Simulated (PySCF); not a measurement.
CH₅BeNO, SMILES C[O][Be][NH2]. Atoms are numbered in the order given.

```xyz
9

Be    -0.2393     0.4155     0.5609
O      0.4833     0.0337    -0.6006
C      0.7211    -0.9790    -1.5236
H      0.4574    -0.6486    -2.5546
H      1.7996    -1.2586    -1.5391
H      0.1383    -1.9063    -1.3105
N     -1.0015     0.8287     1.7925
H     -0.6957     0.6878     2.7576
H     -1.9250     1.2668     1.8023
```
Charge 0, spin multiplicity 1.

The structure is a stationary point at PBE-D3(BJ)/def2-SVP. One conformer was computed; it need not be the lowest.

The numbers are results of PySCF with HF/pcSseg-1, not measurements.

GIAO shieldings, no solvent; atoms alike by connectivity are averaged. δ = σ(ref) − σ: ¹⁷O against H2O (σ = 333.0 ppm); ¹³C against TMS (σ = 192.6 ppm); ¹H against TMS (σ = 31.99 ppm); ¹⁵N against NH3 (σ = 267.3 ppm), references at their B3LYP-D3(BJ)/def2-TZVP geometries, non-relativistic.

```
nucleus       atoms  count  δ (ppm)
-------  ----------  -----  -------
¹⁷O              O2      1    -10.3
¹³C              C3      1     52.6
¹H       H4, H5, H6      3     4.15
¹H           H8, H9      2     0.80
¹⁵N              N7      1     -1.1
```
